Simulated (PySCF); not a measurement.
Lowest singlet excitation (eV) of eight silicon and germanium compounds: TDDFT-PBE beside TDDFT-CAM-B3LYP, computed with PySCF for isolated molecules in the bases named; differences from unrounded values. The eight are the first of their class met in an unordered collection, after screening for sound electronic states; none was chosen by its value. Each molecule has one DFT geometry for both levels.

```
molecule                                                              basis  TDDFT-CAM-B3LYP  TDDFT-PBE  difference
----------------------------------------------------------------  ---------  ---------------  ---------  ----------
C₃H₇FOSi, SMILES C=CC[Si@H](O)F                                   def2-SVPD             6.80       5.69       -1.11
Si(F)(NH2)3 (FH6N3Si), SMILES N[Si](N)(N)F                        def2-SVPD             6.38       5.32       -1.06
SiHClBr₂, SMILES Cl[SiH](Br)Br                                    def2-SVPD             6.47       5.63       -0.84
Si(H)2(Me)(vinyl) (C3H8Si), SMILES C=C[SiH2]C                     def2-SVPD             6.72       6.21       -0.51
Si(CCH)2(H)(Me) (C₅H₆Si), SMILES [SiH](C#C)(C)C#C                 def2-SVPD             5.95       5.62       -0.34
ClGe2H5, SMILES [GeH2]([Cl])[GeH3]                                def2-SVPD             6.15       5.55       -0.60
C₂H₄ClFSi₂, SMILES C#C[Si@H](F)[SiH2]Cl                           def2-SVPD             5.35       4.81       -0.54
chloro(ethenylsilyl)silane (C2H7ClSi2), SMILES C=C[SiH2][SiH2]Cl  def2-SVPD             5.92       5.03       -0.88
```

TDDFT-PBE lies below TDDFT-CAM-B3LYP in 8 and above it in 0 of the eight; the mean signed difference is -0.73 and the largest -1.11 eV.
